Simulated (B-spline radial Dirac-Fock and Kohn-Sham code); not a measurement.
These are calculated numbers from a radial B-spline solver; the model is configuration-average Dirac-Fock orbitals.

**Question.** This computed X-ray form factor belongs to an atom or ion in its tabulated ground configuration. Which?

| sin θ/λ (Å⁻¹) | f₀ |
| --- | --- |
| 0.15 | 40.694 |
| 0.2 | 38.020 |
| 0.4 | 27.770 |
| 0.45 | 25.849 |
| 0.7 | 19.656 |
| 1.6 | 8.868 |
| 1.8 | 7.568 |
| 2.5 | 5.352 |
| 3 | 4.567 |

**Answer.** Ag²⁺, with 45 electrons in [Kr] 4d9. f₀ tends to the number of electrons as s goes to zero, which the first rows give only roughly, and the rate of fall reflects the nuclear charge, 47.

**Question.** This computed X-ray form factor belongs to an atom or ion in its tabulated ground configuration. Which?

```csv
sin θ/λ (Å⁻¹),f₀
0.15,17.940
0.2,17.893
0.3,17.760
0.5,17.346
0.7,16.754
1.8,11.867
2.5,9.039
3,7.615
5,4.987
```

**Answer.** W⁵⁶⁺, with 18 electrons in [Ne] 3s2 3p6. f₀ tends to the number of electrons as s goes to zero, which the first rows give only roughly, and the rate of fall reflects the nuclear charge, 74.
